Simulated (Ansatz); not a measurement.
An input meant for SnO₃H₂ (charge 0, singlet).

```yaml
crystal:
  periodic: [false, false, false]
  atoms:
    - {symbol: Sn, position_ang: [-0.075397, 1.291706, 0.490306]}
    - {symbol: O, position_ang: [0.490797, -0.292312, -1.288523]}
    - {symbol: O, position_ang: [1.150326, -0.397059, 0.045252]}
    - {symbol: O, position_ang: [-1.542492, 0.177878, 1.324491]}
    - {symbol: H, position_ang: [-1.270916, -0.763224, 1.279764]}
    - {symbol: H, position_ang: [1.247673, -0.016979, -1.851280]}
basis:
  gaussian: {orbitals: def2-TZVPP}
magnetization: {spin_polarized: true, initial_magnetization: 1}
hamiltonian: {xc: {name: wB97}}
```

```sh
$ ansatz run in.yaml --threads 4 --pin off --events-out ev --progress --plain --max-ram 3916MiB
```

It prints (some lines left out):

```
Error: a molecule whose nuclei and cores have a total charge of 48 cannot have a net charge of 0 together with 1 unpaired electrons
```

In this input the number of unpaired electrons doesn't fit the electron count. The input was rejected before any iteration.
